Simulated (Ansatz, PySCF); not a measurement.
Gas-phase reaction (SMILES): O[Si](Cl)(Cl)Cl [trichloro(hydroxy)silane] + 4 [H][H] (H2) → 3 Cl (HCl) + O (H2O) + [SiH4] (SiH4); energy of full hydrogenation.

Geometries: B3LYP-D3(BJ)/def2-TZVP minima from Ansatz (an electronic-structure program), one conformer each, not searched for the lowest. Cores are frozen in the correlated levels unless marked. Spin-orbit coupling is left out. Non-relativistic. CBS(X,Y): correlation extrapolated as X^-3; Hartree-Fock from the larger set. Thermal terms are rigid-rotor harmonic-oscillator values from B3LYP-D3(BJ) frequencies (Ansatz or PySCF) at 298.15 K and 1 atm. 1 Eh = 627.5095 kcal/mol.

```json
[
 {"species": "O[Si](Cl)(Cl)Cl", "E, CCSD(T)/CBS(cc-pV(T+d)Z,cc-pV(Q+d)Z) (Ansatz) (Eh)": "-1744.39215", "E, wB97X-V/def2-TZVPD (Ansatz) (Eh)": "-1745.94842", "H - E (Eh)": "0.02725", "G - E (Eh)": "-0.01279"},
 {"species": "[H][H] (H2)", "E, CCSD(T)/CBS(cc-pV(T+d)Z,cc-pV(Q+d)Z) (Ansatz) (Eh)": "-1.17450", "E, wB97X-V/def2-TZVPD (Ansatz) (Eh)": "-1.17238", "H - E (Eh)": "0.01336", "G - E (Eh)": "-0.00144"},
 {"species": "Cl (HCl)", "E, CCSD(T)/CBS(cc-pV(T+d)Z,cc-pV(Q+d)Z) (Ansatz) (Eh)": "-460.37849", "E, wB97X-V/def2-TZVPD (Ansatz) (Eh)": "-460.74931", "H - E (Eh)": "0.01000", "G - E (Eh)": "-0.01120"},
 {"species": "O (H2O)", "E, CCSD(T)/CBS(cc-pV(T+d)Z,cc-pV(Q+d)Z) (Ansatz) (Eh)": "-76.37426", "E, wB97X-V/def2-TZVPD (Ansatz) (Eh)": "-76.43464", "H - E (Eh)": "0.02495", "G - E (Eh)": "0.00353"},
 {"species": "[SiH4] (SiH4)", "E, CCSD(T)/CBS(cc-pV(T+d)Z,cc-pV(Q+d)Z) (Ansatz) (Eh)": "-291.45815", "E, wB97X-V/def2-TZVPD (Ansatz) (Eh)": "-291.83995", "H - E (Eh)": "0.03520", "G - E (Eh)": "0.01198"}
]
```

**Question.** Work out ΔE and ΔH, ΔG, ΔS and the equilibrium constant at 298.15 K at the first level, then ΔH at the second.

**Answer.** 
1. ΔE = [3×(-460.37849) + (-76.37426) + (-291.45815)] - [(-1744.39215) + 4×(-1.17450)] = 0.12227 Eh = 76.7 kcal/mol at CCSD(T)/CBS(cc-pV(T+d)Z,cc-pV(Q+d)Z).
2. The terms H - E add up to 0.00946 Eh, so ΔH = (0.12227 + (0.00946))×627.5095 = 82.7 kcal/mol.
3. The terms G - E add up to 0.00046 Eh, so ΔG = 77.0 kcal/mol, and ΔS = (0.00946 - (0.00046))×627509.5/298.15 = 18.9 cal/(mol K).
4. log10 K = -ΔG/(RT ln 10) = -56.4, with RT ln 10 = 1.3642 kcal/mol.
5. At wB97X-V/def2-TZVPD the same steps give ΔE = 72.4 and ΔH = 78.4 kcal/mol, a shift of -4.3 from the first level.
6. These values are not checked against measurement here, since the tables used lack a sound gas-phase enthalpy of formation for at least one species.
